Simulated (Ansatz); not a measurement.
Two isomers of C2H9BOSi: A = `CBO[SiH2]C`, B = `CCBO[SiH3]`.

Program: Ansatz. Geometries: PBE0-D4/def2-TZVP. ΔE: electronic, gas phase. CCSD(T)/CBS is the MP2 limit (def2-TZVPP, def2-QZVPP) plus CCSD(T) − MP2 in def2-TZVPP, frozen cores. Functionals use def2-TZVPP. One conformer a species, not always the lowest.

A:

```xyz
14

C     0.232   -0.593    2.659
B    -0.406    0.071    1.399
O    -0.176   -0.430    0.162
Si   -0.691    0.032   -1.345
C     0.788    0.437   -2.392
H     0.857   -1.458    2.429
H    -0.555   -0.902    3.356
H     0.830    0.141    3.210
H    -1.115    1.044    1.501
H    -1.598    1.204   -1.219
H    -1.444   -1.113   -1.919
H     1.341    1.283   -1.978
H     0.473    0.700   -3.406
H     1.464   -0.418   -2.457
```

B:

Z-matrix (Å, degrees):
```
C
C 1 1.525
H 1 1.093 2 111.3
H 1 1.092 2 112.0 3 -120.2
H 1 1.093 2 111.2 3 119.3
B 2 1.563 1 115.4 3 -64.9
H 2 1.102 1 109.3 3 177.0
H 2 1.096 1 111.5 3 61.8
O 6 1.356 2 120.1 1 154.8
H 6 1.209 2 121.6 1 -27.1
Si 9 1.652 6 132.1 2 177.6
H 11 1.483 9 108.3 6 -119.5
H 11 1.483 9 108.2 6 121.6
H 11 1.486 9 110.5 6 1.1
```

Q: Which isomer does CCSD(T)/CBS put lower? Give the gap. (An estimate is asked.)

A: Computed: A, by 61.4 kJ/mol.

Q: Give E(B) − E(A) in kJ/mol with B2PLYP, PBE-D4, CCSD/def2-TZVPP, CCSD(T)/def2-TZVPP, ωB97M-V, r2SCAN-D4, BLYP-D4. (An estimate is asked.)

A: Computed: B2PLYP 61.6, PBE-D4 63.3, CCSD/def2-TZVPP 58.8, CCSD(T)/def2-TZVPP 59.5, ωB97M-V 63.5, r2SCAN-D4 66.6, BLYP-D4 62.0. None reverses the order clearly.

Q: Does the order hold for the free energy at 298.15 K (harmonic terms from PBE0-D4)? (An estimate is asked.)

A: The calculation gave: Yes: G(B) − G(A) = +61.6 kJ/mol, for one conformer each. Modes under 60 cm⁻¹, often nearly free rotors, make the harmonic entropy too high.

Largest T1 diagnostic: 0.012.

At CCSD(T), def2-SVP lies −14.0 kJ/mol from the extrapolated value and def2-TZVPP −1.9 kJ/mol. Leaving LDA and LC-ωPBE aside and taking each functional with its dispersion term where it has one, the values, not all of them listed here, spread over 7.2 kJ/mol, from ωB97X-V to B97M-V.
